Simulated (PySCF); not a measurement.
## SMILES C(=C)/C=C(\[SiH3])C=S, C5H8SSi

Geometry:
```csv
atom,x (Å),y (Å),z (Å)
C1,2.624,-0.744,0.046
C2,1.291,-0.770,-0.039
C3,0.496,0.440,-0.075
C4,-0.853,0.563,-0.159
Si5,-2.114,-0.847,-0.259
C6,-1.379,1.915,-0.172
S7,-2.946,2.324,-0.258
H8,3.208,-1.659,0.072
H9,3.172,0.196,0.091
H10,0.777,-1.725,-0.083
H11,1.080,1.361,-0.027
H12,-3.026,-0.818,0.908
H13,-1.388,-2.143,-0.241
H14,-2.882,-0.770,-1.523
H15,-0.626,2.709,-0.118
```

The calculation used UKS BHandHLYP/def2-SV(P) four-point reorganisation energy, gas phase (PySCF 2.14.0). Geometry: BHandHLYP/def2-SV(P).

**Question.** What is the inner reorganisation energy for electron transfer, with the electron affinity?

**Answer.** λ = 0.321 (surface of the reduced species) + 0.332 (surface of the starting species) = 0.653 eV. The electron affinity is 0.95 eV vertical and 1.28 eV adiabatic without zero-point energy; at the relaxed geometry of the reduced species the two energies differ by 1.61 eV. Largest bond changes: C6–S7 1.622 → 1.690 Å, C3–C4 1.357 → 1.415 Å, C4–C6 1.451 → 1.395 Å, C2–C3 1.448 → 1.409 Å, C1–C2 1.336 → 1.368 Å. ⟨S²⟩ of the relaxed reduced species 0.823.
